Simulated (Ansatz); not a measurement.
Start from `BOC` and change one element to get `B[O][GeH3]`.

Ansatz, PBE0-D4/def2-TZVP geometries, multiplicity 1. 

Scalar relativity is left out up to krypton.

| property | `BOC` |
| --- | --- |
| HOMO–LUMO gap (ωB97M-V/def2-TZVPP) / eV | 12.45 |
| LUMO energy (ωB97M-V/def2-TZVPP) / eV | 1.48 |
| size of the dipole moment (B3LYP/def2-TZVPP) / D | 1.68 |
| HOMO energy (ωB97M-V/def2-TZVPP) / eV | -10.96 |
| HOMO energy (PBE/def2-TZVPP) / eV | -7.11 |
| HOMO–LUMO gap (PBE0/def2-TZVPP) / eV | 8.25 |

Task: What does the change do to each property? (Best estimate.)

Result: Computed: 
```tsv
property	`B[O][GeH3]`	shift
HOMO–LUMO gap (ωB97M-V/def2-TZVPP) / eV	12.02	-0.43
LUMO energy (ωB97M-V/def2-TZVPP) / eV	1.53	0.05
size of the dipole moment (B3LYP/def2-TZVPP) / D	1.94	0.26
HOMO energy (ωB97M-V/def2-TZVPP) / eV	-10.49	0.47
HOMO energy (PBE/def2-TZVPP) / eV	-6.73	0.38
HOMO–LUMO gap (PBE0/def2-TZVPP) / eV	7.83	-0.42
```

Dipoles are sizes alone; their direction can turn.

B3LYP here is the variant with VWN-RPA as its local correlation; programs differ in this.
